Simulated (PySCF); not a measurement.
**Stretching BSb⁻**

Set-up: B aug-cc-pVDZ, Sb aug-cc-pVDZ-PP with ECP28; scalar-relativistic core potentials (PySCF 2.14). Energies in eV from B + Sb⁻ in their ground configurations at the same level. State: ²Σ⁺ (doublet), unpaired electrons σ ↑.

All columns are CAM-B3LYP. A positive dipole points towards Sb; it is taken about the centre of mass and depends on that origin.

| R (Å) | E (eV) | μ (D) | Mulliken charge on B (basis-dependent) | HOMO (eV) | LUMO (eV) | Mayer bond order | ⟨S²⟩ |
| --- | --- | --- | --- | --- | --- | --- | --- |
| 1.736 | -2.389 | 2.82 | -0.84 | -1.90 | 3.18 | 2.53 | 0.77 |
| 1.816 | -3.042 | 2.89 | -0.81 | -1.80 | 3.06 | 2.47 | 0.77 |
| 1.897 | -3.395 | 2.95 | -0.78 | -1.71 | 2.94 | 2.41 | 0.78 |
| 1.958 | -3.513 | 2.99 | -0.76 | -1.65 | 2.84 | 2.37 | 0.78 |
| 2.018 | -3.536 | 3.03 | -0.75 | -1.60 | 2.75 | 2.32 | 0.78 |
| 2.079 | -3.487 | 3.07 | -0.73 | -1.56 | 2.65 | 2.27 | 0.79 |
| 2.159 | -3.341 | 3.10 | -0.71 | -1.51 | 2.54 | 2.20 | 0.80 |
| 2.260 | -3.073 | 3.13 | -0.68 | -1.47 | 2.41 | 2.10 | 0.81 |
| 2.381 | -2.686 | 3.16 | -0.65 | -1.44 | 2.28 | 1.99 | 0.84 |
| 2.543 | -2.140 | 3.26 | -0.60 | -1.33 | 2.18 | 1.84 | 0.95 |

A fit through these points gives, at Re = 2.005 Å, μ = 3.02 D and dμ/dR = 0.627 D/Å; the reduced mass is 10.09 u.

How strong is the fundamental in the double-harmonic approximation, I = 42.26·(dμ/dR)²/μred km/mol?

I = 42.26·(0.627)²/10.09 = 1.65 km/mol at CAM-B3LYP.

⟨S²⟩ of the unrestricted solution departs from its pure value on part of the curve, where spin states mix. Spin–orbit coupling is left out, which matters for elements this heavy, above all for dissociation energies. For an ion De counts to the pair picked by the measured ionisation energies or electron affinities, which need not be the lowest pair at this level. The state is the lowest determinant that a PBE0 search found; another state may lie lower at other levels.
